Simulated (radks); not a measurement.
Polarisability of the indium ion In2+, [Kr] 4d10 5s1, at imaginary frequency. All-electron calculation, non-relativistic Kohn-Sham, LB94 model potential, spin-polarised, spherical densities, point nucleus; open shells are filled with parallel spins first (spin-orbit coupling, left out, can overturn this in heavy ions); relativity is left out, which matters for an element this heavy. Program: a radial shooting solver on a logarithmic mesh with Libxc functionals. Response by self-consistent Sternheimer equations with the Hartree and adiabatic LDA kernel.

| w (hartree) | alpha1(iw) (bohr^3) | alpha2(iw) (bohr^5) |
|---|---|---|
| 0.00266 | 12.93 | 42.03 |
| 0.0143 | 12.91 | 42.01 |
| 0.0360 | 12.79 | 41.89 |
| 0.0697 | 12.40 | 41.53 |
| 0.118 | 11.54 | 40.64 |
| 0.186 | 10.08 | 38.77 |
| 0.280 | 8.212 | 35.36 |
| 0.413 | 6.347 | 30.03 |
| 0.605 | 4.787 | 23.16 |
| 0.892 | 3.551 | 16.03 |
| 1.35 | 2.521 | 10.02 |
| 2.12 | 1.608 | 5.657 |
| 3.59 | 0.8333 | 2.745 |
| 6.94 | 0.3085 | 0.9805 |
| 17.5 | 0.06976 | 0.1856 |

Static values: alpha1 = 12.94 bohr^3 (1.917 angstrom^3; uncoupled 20.23), alpha2 = 42.03 bohr^5, alpha3 = 298.0 bohr^7. C6 = 59.45, C8 = 1168, triple-dipole C9 = 488.7 atomic units. One-pole (London) frequency 4 C6 / (3 alpha1^2) = 0.474 hartree, against 1.082 for minus the highest occupied eigenvalue.
